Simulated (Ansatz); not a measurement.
`[F][Hf]([F])([F])[Cl]` + H–F → `[F][Hf]([F])([F])[F]` + HCl  (ligand exchange at the Hf–Cl bond)

Isolated molecules relaxed with PBE0-D4/def2-TZVP in Ansatz; ΔE leaves out vibrations. CBS: MP2 limit from def2 TZ/QZ plus the TZ coupled-cluster correction, frozen cores. This one scheme is used for every species. Functionals use def2-TZVPP. B3LYP here is the variant with VWN-RPA as its local correlation; programs differ in this. HSE06 is defined as in plane-wave codes. Elements past krypton have def2 core potentials. For Hf outer-core shells are correlated without core-valence functions, which leaves a few kJ/mol of doubt a bond.

`[F][Hf]([F])([F])[Cl]`:

Cartesian coordinates in Å:
```
F 0.862 0.816 1.508
Hf -0.011 0.077 0.002
F -1.857 0.474 0.110
F 0.694 0.871 -1.563
Cl 0.311 -2.238 -0.057
```

H–F:

Z-matrix (Å, degrees):
```
F
H 1 0.920
```

`[F][Hf]([F])([F])[F]`:

Z-matrix (Å, degrees):
```
Hf
F 1 1.897
F 1 1.897 2 109.5
F 1 1.897 2 109.5 3 120.0
F 1 1.897 2 109.5 3 -120.0
```

HCl:

Z-matrix (Å, degrees):
```
Cl
H 1 1.279
```

| level | ΔE (kJ/mol) | difference from CCSD(T)/CBS |
| --- | --- | --- |
| r2SCAN-D4 | -20.7 | -6.9 |
| B3LYP-D4 | -22.6 | -8.8 |
| r2SCAN0-D4 | -15.3 | -1.5 |
| HSE06-D4 | -14.8 | -1.0 |
| BHLYP-D4 | -17.2 | -3.4 |
| PBE | -23.1 | -9.3 |
| BHLYP | -20.7 | -6.9 |
| LC-ωPBE | -27.7 | -13.9 |
| HF/def2-TZVPP | -16.6 | -2.8 |
| HF/def2-QZVPP | -17.6 | -3.8 |
| CCSD(T)/CBS | -13.8 | 0 |

Largest T1 diagnostic among the species: 0.016.

From BLYP to BHLYP (50 % exact exchange), in def2-TZVPP and without D4, ΔE moves by +10.2 kJ/mol. Leaving LDA and LC-ωPBE aside and taking each functional with its dispersion term where it has one, the values, not all of them listed here, spread over 14.8 kJ/mol, from BLYP-D4 to PBE-QIDH. LDA lies +3.0 kJ/mol from PBE without D4. At CCSD(T), def2-SVP lies −19.3 kJ/mol from the extrapolated value and def2-TZVPP −3.2 kJ/mol.
